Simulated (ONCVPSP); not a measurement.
## Which change was made? (Tm, ONCV)

* Element: Tm
* Generator: ONCVPSP 4.0.1
* Type: optimised norm-conserving Vanderbilt (ONCV)
* Functional: PBE
* Relativity: scalar-relativistic
* Frozen core: [Kr] 4d10 4f12
* Valence charge: 11
* Reference configuration: 5s2 5p6 5d1 6s1.5 (charge +0.5)
* Partial waves: 5s+6s: rc 1.95 bohr, ncon 4, nbas 7, qcut 7.3 1/bohr, 2 projectors; 5p: rc 2.35 bohr, ncon 4, nbas 8, qcut 4.9 1/bohr, 2 projectors, debl 3.9 Ha; 5d: rc 2.25 bohr, ncon 4, nbas 7, qcut 4.6 1/bohr, 1 projector
* Local potential: polynomial inside 1.25 bohr (lpopt 5, dvloc0 6 Ha)
* Core correction: none

Cutoffs, loose and tight: the cutoffs (Ha) at which the residual kinetic energy of the hardest occupied pseudo-wave falls to 1 and 0.1 mHa per electron. They do not see the model core or the augmentation charge, which bear on the density cutoff. Test errors are all-electron minus pseudo excitation energies from the reference, over the configurations 5s2 5p6 5d1 6s2; 5s2 5p6 5d1 6s1; 5s2 5p6 5d1 6s0; 5s2 5p6 5d1 6s0 6p2; variants that change the core or the reference have their own tests.

The base gives: outcome: generated; cutoff, loose: 16 Ha; cutoff, tight: 20 Ha; bound ghosts: none; GHOST(+) flags above zero: s; largest test error (meV): +22.

Question: After one change the result is: outcome: generated, projector energies reset by the program; cutoff, loose: 16 Ha; cutoff, tight: 20 Ha; bound ghosts: none; GHOST(+) flags above zero: s; largest test error (meV): +13. Which change was it?
A. p: rc 3.14
B. p: rc 1.58
C. p: rc 2.76

Answer: A. The others give: p: rc 2.76 → outcome: generated, projector energies reset by the program; cutoff, loose: 16 Ha; cutoff, tight: 20 Ha; bound ghosts: none; GHOST(+) flags above zero: s; largest test error (meV): +20 | p: rc 1.58 → outcome: generated; cutoff, loose: 44 Ha; cutoff, tight: 81 Ha; bound ghosts: none; GHOST(+) flags above zero: s; largest test error (meV): +22.
